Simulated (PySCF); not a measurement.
PySCF input for SiF₂, SMILES F[Si]F (connectivity only; charge and spin as stated), neutral, multiplicity 1, SMD-PBE0/def2-SVP. Geometry: TPSSh-D3(BJ)/def2-TZVP. The isomer is the one that the SMILES or the coordinates give; other isomers of the formula were not compared.

```python
import numpy as np
from pyscf import gto, scf, dft
from pyscf.solvent import smd

mol = gto.M(
    atom='''
    Si    0.00000000    0.00000000    0.57802637
    F     0.00000000    1.23829695   -0.44957606
    F     0.00000000   -1.23829695   -0.44957606
    ''',
    basis='def2-SVP',
    charge=0,
    spin=0,
    max_memory=1600,
    verbose=3,
)
mf = dft.RKS(mol, xc='pbe0').density_fit(auxbasis='def2-universal-jkfit')
mf.grids.level = 3
mf.conv_tol = 1e-9
mf.max_cycle = 100
mf.kernel()
res = {}
for name in ['water', 'chloroform', '2-propanol']:
    s = mf.SMD()
    s.with_solvent.solvent, s.with_solvent.sasa_ng = name, 302
    s.kernel(mf.make_rdm1())
    res[name] = (s.e_tot, s.with_solvent.get_cds(), s.dip_moment(), s.mo_energy, s.converged)
    print(f'SMD {name}: dG(solv) = {(s.e_tot - mf.e_tot) * 627.509474:.3f} kcal/mol, of which CDS {res[name][1] * 627.509474:.3f}')
```

Output:

```
converged SCF energy = -488.694580624482
converged SCF energy = -488.695615294579
Dipole moment(X, Y, Z, Debye):  0.00000, -0.00000,  1.21266
SMD water: dG(solv) = -0.649 kcal/mol, of which CDS 1.632
converged SCF energy = -488.697888330108
Dipole moment(X, Y, Z, Debye): -0.00000, -0.00000,  1.16537
SMD chloroform: dG(solv) = -2.076 kcal/mol, of which CDS -0.442
converged SCF energy = -488.698466033703
Dipole moment(X, Y, Z, Debye):  0.00000, -0.00000,  1.20265
SMD 2-propanol: dG(solv) = -2.438 kcal/mol, of which CDS -0.295
```

The run converged.
